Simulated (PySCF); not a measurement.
Run record: geometry optimisation, `C[S][Cd][S]C` (Cd(SMe)2).

Method: PBE0-D3(BJ)/def2-SVP geometry optimisation, gas phase, def2 core potentials past Kr (PySCF 2.14.0). Start geometry: GFN1-xTB. The input is one job of a driver script: a line of settings, then coordinates in Å.

Input:
```
{"job": {"xc": "PBE0", "basis": "def2-SVP", "d3": "d3bj", "grid": 1, "maxiter": 30, "shake": 0.03, "kind": "geom"}, "charge": 0, "multiplicity": 1}
Cd     0.078020    -0.057900     0.020350
S      0.027960    -0.103250     2.392530
C      0.675610    -1.724160     2.802140
H      0.233630    -2.529760     2.426940
H      0.714200    -1.783490     3.884850
H      1.753260    -1.814230     2.480430
S      0.024940     0.104420    -2.383250
C     -0.696930     1.727910    -2.846360
H     -1.773480     1.821580    -2.415750
H     -0.758880     1.730070    -3.890380
H     -0.180260     2.543300    -2.440610
```

Output:
```
step   0  E = -1043.27671809  max force = 0.079999
step   1  E = -1043.29622699  max force = 0.008788
step   2  E = -1043.29676203  max force = 0.002461
step   3  E = -1043.29685550  max force = 0.000923
step   4  E = -1043.29687475  max force = 0.000687
step   5  E = -1043.29689985  max force = 0.000809
step   6  E = -1043.29696419  max force = 0.002077
step   7  E = -1043.29716863  max force = 0.006117
step   8  E = -1043.29709194  max force = 0.010198
step   9  E = -1043.29777641  max force = 0.007088
step  10  E = -1043.29841045  max force = 0.001965
step  11  E = -1043.29853683  max force = 0.001380
step  12  E = -1043.29858294  max force = 0.000958
step  13  E = -1043.29862532  max force = 0.000646
step  14  E = -1043.29862718  max force = 0.000404
optimisation converged
```

Energies in Eh; «max force» is the largest Cartesian gradient component in Eh/bohr.

At which steps does the energy rise by more than 1e-5 Eh?

At step 8 (+0.08 mEh).

Main results: final energy -1043.29863 Eh after 14 steps; dipole 1.89 D.

Where do the atoms end?

0.867 Å rms from the input after alignment:
```
atom  x, y, z in Å
Cd1    0.9711    0.4110    0.0219
S2     1.0171    0.1231    2.3515
C3     0.4076   -1.5886    2.5589
H4    -0.6316   -1.7041    2.2222
H5     0.4429   -1.7988    3.6372
H6     1.0435   -2.3241    2.0476
S7     0.9231    0.7408   -2.3027
C8    -0.7596    1.4076   -2.5605
H9    -1.5427    0.7001   -2.2546
H10   -0.8613    1.5794   -3.6417
H11   -0.9121    2.3681   -2.0490
```

Estimate the wall time. Hardware: Intel Xeon Platinum 8488C, one thread, shared host with 96 logical CPUs at a one-minute load of 23. And the peak memory of the process?

About 96 s, with 0.53 GiB resident at the peak, the Python interpreter and its libraries included.
Labels such as C1 count atoms from 1, the log's own numbers from 0.
